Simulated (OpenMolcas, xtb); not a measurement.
How methods differ on CHClFNOSi (SMILES O=C=N[SiH](F)Cl)

CHClFNOSi has 7 atoms, charge 0, and is taken as a singlet. SMILES: `O=C=N[SiH](F)Cl`. The coordinates come from a PBE0-D4/def2-TZVP relaxation. This is one conformer, not always the lowest.

Quantity: the vertical energy of the triplet above the singlet, in eV. The values are calculated.

| level | kind | program | value (eV) |
| --- | --- | --- | --- |
| GFN2-xTB | semi-empirical | xtb | 6.23 |
| HF/6-31G* (spherical functions) | Hartree–Fock | OpenMolcas | 6.55 |
| SVWN5/6-31G* (spherical functions) | LDA | OpenMolcas | 6.51 |
| BLYP/6-31G* (spherical functions) | GGA | OpenMolcas | 6.40 |
| revPBE/6-31G* (spherical functions) | GGA | OpenMolcas | 6.42 |
| M06-L/6-31G* (spherical functions) | meta-GGA | OpenMolcas | 6.77 |
| PBE0/6-31G* (spherical functions) | global hybrid | OpenMolcas | 6.65 |

The values span 6.23 to 6.77 eV. The xTB rows lack spin polarisation, so open shells miss the exchange term that lowers them.
